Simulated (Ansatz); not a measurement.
System: CH₃Si, charge 0, doublet. CH3Si (SMILES [CH]=[SiH2], doublet).
B3LYP-D3(BJ)/def2-TZVP minimum from Ansatz (an electronic-structure program):
```xyz
5

C     -1.1588    -0.2310    -0.0465
Si     0.4752     0.0947     0.0191
H     -2.2080    -0.4401    -0.0887
H      1.4943    -0.9666     0.1040
H      1.0136     1.4665    -0.0033
```
Charge 0, spin multiplicity 2.

Total energies in aug-cc-pV(D+d)Z, 11 correlated electrons, 6 frozen orbitals. Open shells are spin-unrestricted; no spin-orbit coupling. Correlated methods leave the cores frozen. No relativity. The UHF reference of CH3Si ([CH]=[SiH2], doublet) is spin-contaminated (<S^2> up to 0.40 over the pure value in the sets run).

```
method    program  energy (Eh)  minus CCSDT(Q) (mEh)
--------  -------  -----------  --------------------
HF         Ansatz   -328.43539                257.75
MP2        Ansatz   -328.63414                 59.00
CCSD       Ansatz   -328.68073                 12.41
CCSD(T)    Ansatz   -328.69011                  3.03
CCSDT(Q)   Ansatz   -328.69314                  0.00
```

Rough core times of Ansatz's runs on a shared machine: CCSD(T) under 20 s, CCSDT(Q) 5 min.
